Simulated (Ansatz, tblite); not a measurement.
Removing and adding an electron: Na₆H₆ (the lowest singlet isomer of a short search). Charge 0, multiplicity 1. Geometry: PBE-D4/def2-SVP. Ansatz, gas phase; energy differences of separate SCF runs; the oxidised species was run as a doublet alone; the reduced species was run as a doublet alone.

```xyz
12

Na    1.9875   -1.2659   -0.4419
Na    0.1567    1.6004   -1.7827
Na   -0.1525   -1.5967    1.7819
Na   -1.9862    1.2607    0.4393
Na    0.7977    1.3563    1.8088
Na   -0.8005   -1.3548   -1.8054
H     0.0321   -2.4901   -0.1741
H    -0.0301    2.4891    0.1731
H     1.2076   -0.2425   -2.1695
H     1.8703   -0.5005    1.5715
H    -1.2081    0.2448    2.1727
H    -1.8745    0.4992   -1.5737
```

The xTB rows come from tblite. Correlated methods freeze 6 core orbitals; core or outer-core shells of Na are correlated, in sets that lack core-valence functions. The rows differ in basis, and correlated rows in double-zeta sets carry the largest basis error. In CCSD on the charge 1 doublet the largest single amplitude is 0.33, so its Hartree–Fock determinant may place the open shell otherwise than the density functionals do. HOMO above LUMO, or a gap near zero within one spin, warns that the state may not be the lowest or that an electron is smeared out. The structure comes from a short search, and lower isomers may exist.

```json
{"level": "GFN1-xTB", "−HOMO (eV)": "10.14", "vertical IE (eV)": "11.99", "−LUMO (eV)": "3.96", "vertical EA (eV)": "2.47", "HOMO–LUMO gap (eV)": "6.18", "IE − EA (eV)": "9.52", "remarks": "–"}
{"level": "GFN2-xTB", "−HOMO (eV)": "11.49", "vertical IE (eV)": "12.24", "−LUMO (eV)": "7.07", "vertical EA (eV)": "4.89", "HOMO–LUMO gap (eV)": "4.42", "IE − EA (eV)": "7.35", "remarks": "–"}
{"level": "HF/def2-SVP", "−HOMO (eV)": "–", "vertical IE (eV)": "7.09", "−LUMO (eV)": "–", "vertical EA (eV)": "–", "HOMO–LUMO gap (eV)": "–", "IE − EA (eV)": "–", "remarks": "–"}
{"level": "PBE-D4/def2-TZVPD", "−HOMO (eV)": "4.38", "vertical IE (eV)": "–", "−LUMO (eV)": "0.72", "vertical EA (eV)": "0.09", "HOMO–LUMO gap (eV)": "3.66", "IE − EA (eV)": "–", "remarks": "HOMO above zero (-1 doublet), gap within one spin near zero (-1 doublet)"}
{"level": "PBE0-D4/def2-TZVP", "−HOMO (eV)": "5.45", "vertical IE (eV)": "7.03", "−LUMO (eV)": "0.22", "vertical EA (eV)": "–", "HOMO–LUMO gap (eV)": "5.22", "IE − EA (eV)": "–", "remarks": "–"}
{"level": "PBE0-D4/def2-TZVPD", "−HOMO (eV)": "5.43", "vertical IE (eV)": "–", "−LUMO (eV)": "0.31", "vertical EA (eV)": "0.01", "HOMO–LUMO gap (eV)": "5.12", "IE − EA (eV)": "–", "remarks": "HOMO above zero (-1 doublet)"}
{"level": "CAM-B3LYP-D4/def2-TZVP", "−HOMO (eV)": "6.80", "vertical IE (eV)": "7.49", "−LUMO (eV)": "-0.27", "vertical EA (eV)": "–", "HOMO–LUMO gap (eV)": "7.07", "IE − EA (eV)": "–", "remarks": "–"}
{"level": "CAM-B3LYP-D4/def2-TZVPD", "−HOMO (eV)": "6.78", "vertical IE (eV)": "–", "−LUMO (eV)": "-0.02", "vertical EA (eV)": "-0.10", "HOMO–LUMO gap (eV)": "6.80", "IE − EA (eV)": "–", "remarks": "HOMO above zero (-1 doublet)"}
{"level": "MP2/def2-SVP", "−HOMO (eV)": "–", "vertical IE (eV)": "7.59", "−LUMO (eV)": "–", "vertical EA (eV)": "–", "HOMO–LUMO gap (eV)": "–", "IE − EA (eV)": "–", "remarks": "–"}
{"level": "CCSD/def2-SVP", "−HOMO (eV)": "–", "vertical IE (eV)": "7.55", "−LUMO (eV)": "–", "vertical EA (eV)": "–", "HOMO–LUMO gap (eV)": "–", "IE − EA (eV)": "–", "remarks": "–"}
{"level": "CCSD(T)/def2-SVP", "−HOMO (eV)": "–", "vertical IE (eV)": "7.48", "−LUMO (eV)": "–", "vertical EA (eV)": "–", "HOMO–LUMO gap (eV)": "–", "IE − EA (eV)": "–", "remarks": "–"}
```

Run but left out: PBE-D4/def2-TZVP (charge +1 doublet: an occupied level 0.27 eV above an empty one).   A HOMO above zero means that the electron is unbound at that level or that self-interaction error raises the level; the energy of removing that electron tells which. Raw xTB energy differences between charge states are shifted by several eV; the methods need an empirical correction for them. A negative affinity means that the extra electron isn't bound; its size then hangs on the basis.
